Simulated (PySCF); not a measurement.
AsBFH5.
Bonds: F1–B2, B2–As3. Hydrogens: H4, H5 on B2; H6, H7, H8 on As3.

Computed, not measured: PBE0-D3(BJ)/def2-SVP geometry optimisation, gas phase (PySCF).

Problem. Give the optimised bond lengths and angles.

Solution. 
```
          bond  length (bohr)
         F1–B2          2.572
        B2–As3          4.260
         B2–H4          2.310
         B2–H5          2.309
As3–H6, As3–H7          2.860
        As3–H8          2.853
```

Bonds in one row agree within 0.02 bohr and their mean is given. A selection of angles:
```
    angle  degrees
F1–B2–As3    107.8
 F1–B2–H4    116.8
 F1–B2–H5    116.8
As3–B2–H4     95.5
As3–B2–H5     96.0
 H4–B2–H5    117.8
B2–As3–H6    123.8
B2–As3–H8    111.1
H6–As3–H7     97.5
H6–As3–H8     97.8
```

B2 (four-coordinate boron) has angles from 95.5° to 117.8°. As3 (arsenic bonded to B and 3 H) is distorted tetrahedral (angles from 97.5° to 123.8°).

Point group: Cs (every atom within 0.08 Å of its image). No PBE0-D3(BJ)/def2-SVP frequencies stand behind this structure, so it isn't proved a minimum. One conformer, not necessarily the lowest (F1–B2–As3–H -65° and 64° and 180°).
